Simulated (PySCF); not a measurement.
# Field gradients at the hydrogen positions

Species: C₆H₁₅P.
Cartesian coordinates in Å at the GFN2-xTB level; atoms count from 1:
```
atom  x, y, z in Å
C1    -1.314    1.652    0.838
C2    -0.929    0.836   -0.389
C3    -0.243   -0.499   -0.070
C4    -1.176   -1.428    0.712
C5     0.146   -1.184   -1.381
P6     1.241   -0.209    1.072
C7     2.384    0.777   -0.001
H8    -1.686    2.630    0.536
H9    -0.448    1.795    1.484
H10   -2.092    1.156    1.411
H11   -0.257    1.431   -1.014
H12   -1.825    0.632   -0.983
H13   -2.114   -1.571    0.177
H14   -0.706   -2.401    0.850
H15   -1.393   -1.020    1.697
H16    0.713   -2.095   -1.193
H17   -0.753   -1.453   -1.934
H18    0.740   -0.530   -2.016
H19    1.833   -1.448    0.780
H20    2.024    1.803   -0.059
H21    3.360    0.785    0.483
H22    2.485    0.362   -1.001
```

Level: PBE0/pcSseg-1 (PySCF, non-relativistic); Q(2H) = 0.00286 b; rigid geometry, the same for H and D, with no vibrational averaging.

Question: Rank these positions by the coupling χzz of a deuteron there, largest first.
A. H10 (methyl hydrogen)
B. H19 (P–H hydrogen)
C. H9 (methyl hydrogen)

Answer: A (213 kHz), C (205 kHz), B (130 kHz).

Q: What are Vzz, η and χzz (234.96 MHz × Q × Vzz) at all hydrogens?

A: 
```csv
atom,bonded to,bond length (Å),Vzz (au),η,χzz (kHz)
H8,C1,1.088,0.3157,0.02,212
H9,C1,1.090,0.3054,0.04,205
H10,C1,1.086,0.3175,0.02,213
H11,C2,1.094,0.3011,0.02,202
H12,C2,1.094,0.3013,0.02,202
H13,C4,1.089,0.3136,0.02,211
H14,C4,1.089,0.3117,0.02,209
H15,C4,1.088,0.3125,0.02,210
H16,C5,1.089,0.3125,0.02,210
H17,C5,1.090,0.3118,0.02,210
H18,C5,1.088,0.3156,0.02,212
H19,P6,1.404,0.1929,0.09,130
H20,C7,1.089,0.3151,0.01,212
H21,C7,1.089,0.3152,0.01,212
H22,C7,1.087,0.3183,0.01,214
```

Q: Average by the element that carries the hydrogen.

A: on C: 210 kHz over 14 positions, mean bond length 1.089 Å; on P: 130 kHz over 1 position, mean bond length 1.404 Å.

Q: A static deuteron (I = 1) shows a doublet split by (3/2)χ, (3/4)χ(1 + η) and (3/4)χ(1 − η) with the field along z, y and x of the gradient. What are these for H13?

A: With |χ| = 210.8 kHz and η = 0.019: 316, 161 and 155 kHz, to first order and without motion.

Geometry: GFN2-xTB, one conformer, isolated molecule. GFN2-xTB bond lengths can be off by several hundredths of an ångström, more for odd bonds, and the gradients follow them. The small basis limits the accuracy of the gradients.
